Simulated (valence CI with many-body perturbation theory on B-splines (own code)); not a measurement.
**E1 line list for Pt65+**

Calculated by relativistic CI+MBPT: three valence electrons over a frozen Dirac-Fock core [Ne], a basis of 11 s, 11 p, 9 d, 7 f, 5 g, 2 h, 1 i functions for each j, with the one-electron correlation potential Σ1, the two-electron term Σ2, the three-electron term Σ3, Breit, model QED; selected CI, second order for the rest (own B-spline code, finite nucleus).

The last digits are not significant, and no measured levels were compared; by estimate large intervals hold to a few tenths of a per cent, small ones and those within an open d or f shell to about a per cent.

Lines 201 to 250 of 277 in falling wavelength, among levels below 1746.0 eV, chosen from the strongest by gf and those to the six lowest levels. Wavelengths and rates use the calculated energies. Electric multipoles are in the length gauge, E1 and E2 with the static RPA response of the core. Weak lines are less certain than strong ones. Lines between different terms over intervals too small for the method are left out, as are lines whose strength nearly cancels. The highest levels of a list are the least certain.

Levels are named by their leading jj configuration (3d3/2^4 stands for four electrons in 3d with j = 3/2), which in mixed levels can hold well under half, so a name can repeat and another be missing. Letters in brackets count levels of one name in rising energy.

```csv
λ vac (nm),Upper,Lower,A (s⁻¹),S (a.u.)
1.722,(3s 3d3/2 3d5/2) J=5/2 [b],(3s 3p1/2 3d5/2) J=7/2,2.54e+11,3.84e-03
1.721,(3s 3d3/2^2) J=1/2,(3s 3p1/2 3d3/2) J=1/2,3.30e+12,1.66e-02
1.720,(3s 3d3/2 3d5/2) J=1/2,(3s 3p1/2 3d5/2) J=3/2,4.80e+12,2.41e-02
1.716,(3s 3p3/2 3d3/2) J=5/2 [b],(3s 3p1/2 3p3/2) J=3/2 [b],1.04e+12,1.55e-02
1.710,(3s 3d3/2^2) J=3/2,(3s 3p1/2 3d3/2) J=3/2 [b],2.83e+12,2.79e-02
1.703,(3s 3d3/2^2) J=5/2,(3s 3p1/2 3d3/2) J=5/2,2.75e+12,4.03e-02
1.701,(3s 3p3/2 3d3/2) J=1/2 [b],(3s 3p1/2 3p3/2) J=3/2 [b],3.54e+10,1.72e-04
1.695,(3s 3p3/2 3d3/2) J=3/2 [b],(3s 3p1/2 3p3/2) J=5/2,6.61e+08,6.36e-06
1.685,(3s 3d3/2 3d5/2) J=5/2 [b],(3s 3p1/2 3d5/2) J=5/2 [a],2.44e+11,3.46e-03
1.678,(3s 3d3/2^2) J=3/2,(3s 3p1/2 3d3/2) J=3/2 [a],3.46e+11,3.23e-03
1.665,(3s 3p3/2 3d3/2) J=5/2 [b],(3s 3p1/2 3p3/2) J=5/2,4.04e+11,5.53e-03
1.650,(3s 3p3/2 3d3/2) J=3/2 [b],(3s 3p1/2 3p3/2) J=3/2 [a],6.70e+10,5.95e-04
1.623,(3s 3p3/2 3d3/2) J=5/2 [b],(3s 3p1/2 3p3/2) J=3/2 [a],1.35e+10,1.71e-04
1.609,(3s 3p3/2 3d3/2) J=1/2 [b],(3s 3p1/2 3p3/2) J=3/2 [a],4.52e+09,1.86e-05
1.593,(3s 3p3/2 3d5/2) J=5/2 [a],(3s 3p1/2 3p3/2) J=3/2 [b],5.64e+10,6.75e-04
1.567,(3s 3p3/2 3d5/2) J=3/2 [a],(3s 3p1/2 3p3/2) J=3/2 [b],1.28e+11,9.73e-04
1.549,(3s 3p3/2 3d5/2) J=5/2 [a],(3s 3p1/2 3p3/2) J=5/2,1.18e+11,1.30e-03
1.532,(3s 3p3/2 3d5/2) J=7/2 [a],(3s 3p1/2 3p3/2) J=5/2,1.14e+11,1.62e-03
1.525,(3s 3p3/2 3d5/2) J=3/2 [a],(3s 3p1/2 3p3/2) J=5/2,7.19e+08,5.03e-06
1.520,(3s 3p1/2 3d5/2) J=3/2,(3s 3p1/2^2) J=1/2,3.62e+11,2.51e-03
1.516,(3s 3p3/2 3d5/2) J=1/2,(3s 3p1/2 3p3/2) J=3/2 [b],1.10e+11,3.80e-04
1.512,(3s 3p3/2 3d5/2) J=5/2 [a],(3s 3p1/2 3p3/2) J=3/2 [a],2.43e+09,2.49e-05
1.494,(3s 3p3/2 3d5/2) J=3/2 [b],(3s 3p1/2 3p3/2) J=3/2 [b],1.29e+08,8.52e-07
1.493,(3s 3p3/2 3d5/2) J=7/2 [b],(3s 3p1/2 3p3/2) J=5/2,4.33e+10,5.69e-04
1.490,(3s 3p3/2 3d5/2) J=5/2 [b],(3s 3p1/2 3p3/2) J=3/2 [b],6.35e+10,6.22e-04
1.489,(3s 3p3/2 3d5/2) J=3/2 [a],(3s 3p1/2 3p3/2) J=3/2 [a],5.18e+10,3.37e-04
1.456,(3s 3p3/2 3d5/2) J=3/2 [b],(3s 3p1/2 3p3/2) J=5/2,4.83e+10,2.95e-04
1.452,(3s 3p3/2 3d5/2) J=5/2 [b],(3s 3p1/2 3p3/2) J=5/2,2.91e+10,2.64e-04
1.443,(3s 3p3/2 3d5/2) J=1/2,(3s 3p1/2 3p3/2) J=3/2 [a],7.77e+08,2.30e-06
1.423,(3s 3p3/2 3d5/2) J=3/2 [b],(3s 3p1/2 3p3/2) J=3/2 [a],2.54e+09,1.45e-05
1.420,(3s 3p3/2 3d5/2) J=5/2 [b],(3s 3p1/2 3p3/2) J=3/2 [a],1.92e+10,1.62e-04
1.195,(3p1/2 3p3/2 3d3/2) J=5/2 [a],(3s^2 3p3/2) J=3/2,1.36e+08,6.88e-07
1.185,(3p1/2 3p3/2 3d3/2) J=3/2 [a],(3s^2 3p3/2) J=3/2,2.65e+05,8.71e-10
1.182,(3p1/2 3p3/2 3d3/2) J=1/2 [a],(3s^2 3p3/2) J=3/2,1.02e+07,1.67e-08
1.163,(3p1/2^2 3d3/2) J=3/2,(3s^2 3p1/2) J=1/2,4.56e+08,1.42e-06
1.157,(3p1/2 3d3/2^2) J=5/2,(3s 3p1/2 3p3/2) J=3/2 [b],1.30e+09,5.96e-06
1.149,(3p1/2 3p3/2 3d3/2) J=3/2 [b],(3s^2 3p3/2) J=3/2,1.33e+07,3.98e-08
1.148,(3p1/2 3p3/2 3d3/2) J=5/2 [b],(3s^2 3p3/2) J=3/2,5.50e+08,2.46e-06
1.144,(3p1/2 3p3/2 3d3/2) J=1/2 [b],(3s^2 3p3/2) J=3/2,1.81e+06,2.68e-09
1.134,(3p1/2 3d3/2^2) J=5/2,(3s 3p1/2 3p3/2) J=5/2,2.76e+08,1.19e-06
1.119,(3s 3d3/2^2) J=3/2,(3s^2 3p3/2) J=3/2,3.89e+07,1.08e-07
1.114,(3p1/2 3d3/2^2) J=5/2,(3s 3p1/2 3p3/2) J=3/2 [a],1.09e+08,4.47e-07
1.106,(3p1/2 3p3/2^2) J=3/2,(3s 3p1/2^2) J=1/2,2.75e+08,7.34e-07
1.104,(3s 3d3/2^2) J=5/2,(3s^2 3p3/2) J=3/2,1.64e+09,6.53e-06
1.089,(3s 3p3/2^2) J=1/2,(3s^2 3p1/2) J=1/2,8.54e+09,1.09e-05
1.088,(3p1/2 3p3/2^2) J=1/2,(3s 3p1/2^2) J=1/2,6.41e+09,8.16e-06
1.084,(3s 3d3/2^2) J=1/2,(3s^2 3p3/2) J=3/2,2.62e+07,3.29e-08
1.082,(3s 3p3/2^2) J=3/2,(3s^2 3p1/2) J=1/2,2.74e+09,6.85e-06
1.080,(3s 3p3/2 3d3/2) J=3/2 [a],(3s 3p1/2^2) J=1/2,1.57e+09,3.92e-06
1.078,(3s 3p3/2 3d3/2) J=1/2 [a],(3s 3p1/2^2) J=1/2,2.29e+09,2.84e-06
```
